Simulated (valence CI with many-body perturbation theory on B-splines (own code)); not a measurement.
## E1 transitions of Fe XIII

Level of theory: valence CI with perturbative core correlation (CI+MBPT): four valence electrons over a frozen Dirac-Fock core [Ne], a basis of 11 s, 11 p, 10 d, 8 f, 5 g, 2 h functions for each j, with the one-electron correlation potential Σ1 (screened to all orders), the two-electron term Σ2, the three-electron term Σ3, Breit, model QED; selected single and double excitations, second order for the rest, scaled by the run's own slope (own B-spline code, finite nucleus).

No measured spectrum was set against this ion. As an estimate, levels of excited configurations hold to 0.05 to 0.15 % of their energy, terms of the ground configuration to about 0.5 %. Among the levels kept, up to 530 cm⁻¹ of a level comes from second order outside the variational space, and about a tenth of that is noise between levels of different J, which matters for small intervals.

Lines 1 to 50 of 559 in falling wavelength, among levels below 1201700 cm⁻¹, chosen from the strongest by gf and those to the six lowest levels. Wavelengths and rates use the calculated energies, so an error of 200 cm⁻¹ moves a line at 51.33 nm by 0.1 % and its rate by three times that or more. Electric multipoles are in the length gauge, E1 and E2 with the static RPA response of the core. Weak lines are less certain than strong ones. Lines between different terms over intervals too small for the method are left out, as are lines whose strength nearly cancels. Where a level lies close to another of its J and parity, the split of strength between their lines is uncertain. The highest levels of a list are the least certain.

Names give the largest LS component (configuration and term), which can be under half, so a name can repeat, a term be missing and a line seem to break the LS rules; names also repeat where a configuration has a term twice. Letters in brackets count levels of one name in rising energy.

```csv
λ vac (nm),Upper,Lower,A (s⁻¹),S (a.u.)
51.33,3p3.3d 3G°_4,3s.3p2.3d 3F_3 [c],5.52e+08,3.32e-01
51.18,3s.3p3 3D°_1,3s2.3p2 1S_0,2.55e+06,5.05e-04
51.17,3p3.3d 3G°_5,3s.3p2.3d 3F_4 [c],1.07e+09,7.77e-01
51.08,3s.3p3 5S°_2,3s2.3p2 3P_2,8.57e+06,2.82e-03
50.62,3p3.3d 3G°_3,3s.3p2.3d 3F_2 [c],8.56e+08,3.84e-01
49.64,3p3.3d 3G°_4,3s.3p2.3d 3D_3 [c],3.86e+08,2.10e-01
48.76,3s.3p3 5S°_2,3s2.3p2 3P_1,5.28e+06,1.51e-03
48.49,3p3.3d 3F°_4 [a],3s.3p2.3d 3F_4 [b],4.27e+08,2.16e-01
47.73,3p3.3d 3F°_3 [a],3s.3p2.3d 3F_3 [b],6.42e+08,2.41e-01
47.13,3p3.3d 3F°_2 [a],3s.3p2.3d 3F_2 [b],9.40e+08,2.43e-01
46.64,3p3.3d 1F°_3 [b],3s.3p2.3d 1F_3 [b],6.85e+08,2.40e-01
44.78,3p3.3d 3F°_2 [b],3s.3p2.3d 3D_1 [d],9.80e+08,2.17e-01
44.31,3p3.3d 3F°_3 [b],3s.3p2.3d 3D_2 [d],7.10e+08,2.13e-01
43.67,3p3.3d 1F°_3 [c],3s.3p2.3d 1F_3 [b],7.21e+08,2.08e-01
43.11,3p3.3d 3F°_4 [b],3s.3p2.3d 3D_3 [d],1.27e+09,4.51e-01
42.02,3s.3p3 3P°_1,3s2.3p2 1S_0,2.25e+07,2.47e-03
41.85,3s.3p3 3D°_1,3s2.3p2 1D_2,2.83e+07,3.07e-03
41.82,3s.3p3 3D°_2,3s2.3p2 1D_2,1.07e+07,1.93e-03
41.68,3p3.3d 3G°_4,3s.3p2.3d 3F_3 [b],5.93e+08,1.91e-01
41.33,3s.3p3 3D°_3,3s2.3p2 1D_2,9.78e+07,2.39e-02
38.67,3p3.3d 3F°_4 [b],3s.3p2.3d 3F_4 [c],1.12e+09,2.87e-01
37.83,3p4 1D_2,3s.3p3 1D°_2,4.36e+09,5.82e-01
37.80,3p4 1S_0,3s.3p3 1P°_1,6.76e+09,1.80e-01
37.72,3p3.3d 3D°_3 [b],3s.3p2.3d 3D_3 [c],1.14e+09,2.11e-01
37.23,3s.3p3 3D°_1,3s2.3p2 3P_2,1.30e+07,9.90e-04
37.23,3p3.3d 3P°_2 [b],3s.3p2.3d 3D_3 [c],1.49e+09,1.90e-01
37.21,3s.3p3 3D°_2,3s2.3p2 3P_2,4.95e+07,6.29e-03
37.16,3p3.3d 1F°_3 [a],3s.3p2.3d 1D_2 [b],1.37e+09,2.43e-01
36.82,3s.3p3 3D°_3,3s2.3p2 3P_2,1.30e+09,2.23e-01
36.80,3p3.3d 1F°_3 [b],3s.3p2.3d 1D_2 [b],1.56e+09,2.68e-01
36.63,3s.3p2.3d 1F_3 [a],3s2.3p.3d 1D°_2,8.83e+08,1.50e-01
36.11,3p3.3d 3G°_3,3s.3p2.3d 3G_3,2.44e+09,3.97e-01
36.08,3p3.3d 3G°_4,3s.3p2.3d 3G_4,2.39e+09,4.99e-01
36.06,3p3.3d 1P°_1 [a],3s.3p2.3d 1P_1 [a],2.34e+09,1.63e-01
36.04,3p3.3d 3G°_5,3s.3p2.3d 3G_5,3.06e+09,7.77e-01
35.98,3s.3p3 3D°_1,3s2.3p2 3P_1,3.46e+08,2.38e-02
35.96,3s.3p3 3D°_2,3s2.3p2 3P_1,1.53e+09,1.75e-01
35.80,3p3.3d 1D°_2 [a],3s.3p2.3d 1F_3 [a],3.77e+09,4.27e-01
35.52,3s.3p3 3P°_1,3s2.3p2 1D_2,5.46e+07,3.62e-03
35.44,3s.3p3 3P°_2,3s2.3p2 1D_2,6.96e+06,7.64e-04
35.03,3p3.3d 1G°_4,3s.3p2.3d 1F_3 [a],5.39e+09,1.03e+00
35.02,3s.3p2.3d 1F_3 [a],3s2.3p.3d 3P°_2,1.63e+09,2.41e-01
35.01,3p3.3d 3D°_3 [a],3s.3p2.3d 3P_2 [a],1.64e+09,2.43e-01
34.82,3s.3p3 3D°_1,3s2.3p2 3P_0,1.34e+09,8.37e-02
34.54,3p3.3d 1G°_4,3s.3p2.3d 1G_4,6.41e+09,1.17e+00
34.31,3p3.3d 3F°_3 [b],3s.3p2.3d 3D_3 [b],1.59e+09,2.22e-01
34.03,3p3.3d 3F°_4 [b],3s.3p2.3d 3D_3 [b],1.81e+09,3.17e-01
33.80,3p3.3d 1G°_4,3s.3p2.3d 3D_3 [a],1.17e+09,2.00e-01
33.78,3p3.3d 1F°_3 [a],3s.3p2.3d 1D_2 [a],2.27e+09,3.02e-01
33.66,3p3.3d 3F°_4 [b],3s.3p2.3d 3F_4 [b],2.06e+09,3.49e-01
```
